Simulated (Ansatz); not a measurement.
Basis-set extrapolation for CH₅BFNSi (`F/C=N\B[SiH3]`) (PBE0-D4/def2-TZVP geometry, frozen core, the Gaussian-basis code of Ansatz). Multiplicity 1, RHF reference.

```json
{"": "HF", "def2-TZVPP": "-508.377348", "def2-QZVPP": "-508.395977"}
{"": "MP2 correlation", "def2-TZVPP": "-0.826912", "def2-QZVPP": "-0.890413"}
{"": "CCSD(T) correlation", "def2-TZVPP": "-0.902020", "def2-QZVPP": "not run"}
```

Energies in hartree. Use E(X) = E(∞) + A·exp(−7.88·√X) for Hartree–Fock and E(X) = E(∞) + B·X^(−2.97) for correlation, with X = 3 and 4, and add CCSD(T) minus MP2 of the smaller set to the MP2 limit.

Task: What is the CCSD(T) energy at the basis-set limit?

Result: HF limit: -508.395977 + (-0.018629) × 0.13774 = -508.39854. MP2 limit: -0.890413 + (-0.063501) × 0.74074 = -0.93745. Higher-order term: -0.902020 − (-0.826912) = -0.07511. Total: -509.41110 hartree, 345.9 kJ/mol below CCSD(T)/def2-TZVPP.
